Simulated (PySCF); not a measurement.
C₄H₂N₂, SMILES C#C/C=N/C#N. Geometry: PBE-D3(BJ)/def2-SVP. The structure was generated by enumeration; whether it is a known compound was not checked.

Computed equilibrium geometry at PBE-D3(BJ)/def2-SVP (PySCF confirms it by a frequency run) as bond lengths and angles, and its point group:
point group Cs.
Atoms: C1 C2 C3 N4 C5 N6 H7 H8. Bond lengths (Å): C1–C2 1.226, C1–H7 1.082, C2–C3 1.420, C3–N4 1.302, C3–H8 1.113, N4–C5 1.328, C5–N6 1.182. Bond angles (°): C2–C1–H7 178.8, C1–C2–C3 176.5, C2–C3–N4 121.7, C2–C3–H8 116.4, N4–C3–H8 122.0, C3–N4–C5 121.6, N4–C5–N6 173.3.
Charge 0, spin multiplicity 1.
